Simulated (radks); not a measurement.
Effect of the nuclear size on the technetium ion Tc41+, [He]. Calculated with a radial shooting solver on a logarithmic mesh with Libxc functionals: Dirac Kohn-Sham, PBE, spin-unpolarised, spherical densities, finite nucleus; Fermi nuclear charge, rms radius 4.4112 fm. The rms radius is varied about that value; shifts are against it.

rms radius (fm)  total energy shift (eV)  density at nucleus (e/bohr^3)  1s1/2 shift (meV)  2s1/2 (empty) shift (meV)  2p1/2 (empty) shift (meV)
3.5907                            -0.505                      9.105e+04               -245                      -32.1                      0.435
4.0627                            -0.226                      8.978e+04               -110                      -14.4                      0.195
4.4112                                 0                      8.894e+04              0.000                      0.000                      0.000
4.7288                             0.220                      8.825e+04                107                       14.0                     -0.190
5.139                              0.524                      8.742e+04                254                       33.3                     -0.451

Slopes of the eigenvalues against <r^2> in GHz/fm^2, as finite differences over the two radii next to the reference (eigenvalue slopes, not the field-shift constants of lines): 1s1/2 8930, 2s1/2 (empty) 1170, 2p1/2 (empty) -15.9.
